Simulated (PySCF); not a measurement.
Compound: C6H7F2O (doublet state).
Z-matrix (Å and degrees, GFN2-xTB geometry), rows numbered from 1:
```
C 
C   1  1.2996
C   2  1.5161  1  124.98
O   2  1.3794  1  125.18  3   179.63
C   4  1.3485  2  117.23  1     1.01
C   5  1.3309  4  121.66  2   178.96
F   6  1.3565  5  118.17  4   179.05
C   6  1.4947  5  126.82  4    -1.36
F   8  1.3801  6  111.29  5   -81.89
H   1  1.0603  2  138.49  3     0.80
H   3  1.0875  2  108.76  1  -123.67
H   3  1.0847  2  110.57  1    -3.01
H   3  1.0879  2  108.96  1   117.73
H   5  1.0856  4  116.51  2    -1.34
H   8  1.0943  6  110.55  5    35.97
H   8  1.0943  6  110.45  5   159.71
```

The hyperfine couplings belong to this conformer and change with its torsions.

As a line formula: `[H]/[C]=C(\C)O/C=C(/F)CF` [radical].

The calculation used UKS B3LYP, pcH-1 on C F H O, non-relativistic, mean-field spin-orbit, GIAO in PySCF. One conformer (not necessarily the lowest) at the GFN2-xTB geometry, without solvent, vibrations or thermal averaging. A GFN2-xTB geometry isn't a minimum of the functional, and hyperfine couplings can be far from their values at a DFT geometry. No stability test was run, so a lower SCF solution isn't excluded.

Principal values of hyperfine tensors in MHz (contact and dipolar terms together), for some of the nuclei:

```csv
atom,isotope,A1,A2,A3
C1,13C,187.31,207.93,415.06
C3,13C,46.95,47.97,66.04
C2,13C,-60.07,-40.03,-15.14
O4,17O,-35.10,-24.28,-19.12
H10,1H,-23.24,3.09,51.39
H12,1H,-0.58,3.16,13.15
F7,19F,-3.10,3.97,12.30
H11,1H,-0.32,2.72,8.21
```

Give the isotropic coupling of each nucleus in MHz and in mT (g = 2.0024), and the anisotropic part.

a_iso = (A1 + A2 + A3)/3, Ti = Ai − a_iso; 1 mT corresponds to 28.026 MHz.

```
atom  a_iso (MHz)  a_iso (mT)      T1      T2      T3
  C1       270.10       9.637  -82.79  -62.17  144.96
  C3        53.66       1.914   -6.70   -5.69   12.39
  C2       -38.41      -1.371  -21.65   -1.62   23.27
  O4       -26.17      -0.934   -8.93    1.89    7.05
 H10        10.41       0.372  -33.65   -7.32   40.97
 H12         5.25       0.187   -5.82   -2.09    7.91
  F7         4.39       0.157   -7.49   -0.42    7.91
 H11         3.53       0.126   -3.85   -0.82    4.67
```

What spin density at the nucleus of C1 lies behind its contact coupling (g_N = 1.40482)?

a_FC = 800.24 MHz bohr³ × g_N × ρ(0)/(2S). With a_FC = 270.10 MHz and 2S = 1, ρ(0) = 0.2403 bohr⁻³.

C5 (13C, g_N = 1.40482) isn't in the table. Its spin density at the nucleus is 0.01143 bohr⁻³. What is its contact coupling?

By the same relation, a_FC = 12.85 MHz. Its full tensor has the principal values 10.21, 10.52, 17.83 MHz.

Name the largest traceless tensor T of the table and describe it.

C1: -82.8, -62.2, 145.0 MHz, rhombic: the two smaller values differ by 14 % of the largest.

What first-order splitting does C3 cause when the field lies along A1, A2 or A3 of its tensor (g taken as isotropic, no quadrupole term)?

2 lines (I = 1/2), spaced by |A_i|/(g × 13.996): 1.68, 1.71, 2.36 mT along the axes of A1, A2 and A3.
